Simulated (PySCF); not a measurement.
Compound: C₃H₇FOSi.
Structure used (PBE0-D3(BJ)/def2-SVP), in Å, numbered top down from 1:
```xyz
13
C3H7FOSi angstrom
O     -0.708    1.754    0.754
C     -1.488    0.886    0.470
C     -1.064   -0.536    0.175
F     -2.124   -1.174   -0.431
C      0.188   -0.628   -0.666
Si     1.735    0.248    0.018
H     -2.592    1.061    0.422
H     -0.900   -1.022    1.158
H     -0.026   -0.232   -1.673
H      0.439   -1.693   -0.794
H      1.847    1.664   -0.424
H      2.914   -0.498   -0.528
H      1.779    0.149    1.507
```

Jobs on this species (13 atoms, 56 electrons) with PySCF (density fitting). Hardware of each: one thread, Arm Neoverse V1 (aarch64), on a shared host. Other jobs ran on the host; a repeat could differ by tens of per cent or more. Peak memory is the resident size of the whole Python process, interpreter and libraries included.

```json
{"level and settings": "BLYP/pcSseg-1", "work": "shieldings", "basis functions": "144", "SCF cycles": "?", "wall time": "?", "peak memory": "?"}
{"level and settings": "BP86/pcSseg-1", "work": "shieldings", "basis functions": "144", "SCF cycles": "?", "wall time": "?", "peak memory": "?"}
{"level and settings": "HF/pcSseg-1", "work": "shieldings", "basis functions": "144", "SCF cycles": "11", "wall time": "6.5 s", "peak memory": "0.77 GiB"}
{"level and settings": "B97-D/pcSseg-1", "work": "shieldings", "basis functions": "144", "SCF cycles": "15", "wall time": "19 s", "peak memory": "0.77 GiB"}
{"level and settings": "B3LYP/pcSseg-1", "work": "shieldings", "basis functions": "144", "SCF cycles": "15", "wall time": "13 s", "peak memory": "0.76 GiB"}
{"level and settings": "OPBE/pcSseg-1", "work": "shieldings", "basis functions": "144", "SCF cycles": "16", "wall time": "21 s", "peak memory": "0.77 GiB"}
{"level and settings": "KT3/pcSseg-1", "work": "shieldings", "basis functions": "144", "SCF cycles": "15", "wall time": "20 s", "peak memory": "0.77 GiB"}
{"level and settings": "LDA/pcSseg-1", "work": "shieldings", "basis functions": "144", "SCF cycles": "15", "wall time": "16 s", "peak memory": "0.67 GiB"}
{"level and settings": "PBE/pcSseg-1", "work": "shieldings", "basis functions": "144", "SCF cycles": "15", "wall time": "19 s", "peak memory": "0.77 GiB"}
```

Q: Fill in the missing figures.

A: 
- BLYP/pcSseg-1; shieldings: 19 s, 0.77 GiB, 15 SCF cycles
- BP86/pcSseg-1; shieldings: 19 s, 0.77 GiB, 15 SCF cycles

Q: What do all jobs in the table cost together?

A: About 2.5 min; the longest takes about 14 % of that, and about 3.2 times as long as the shortest.
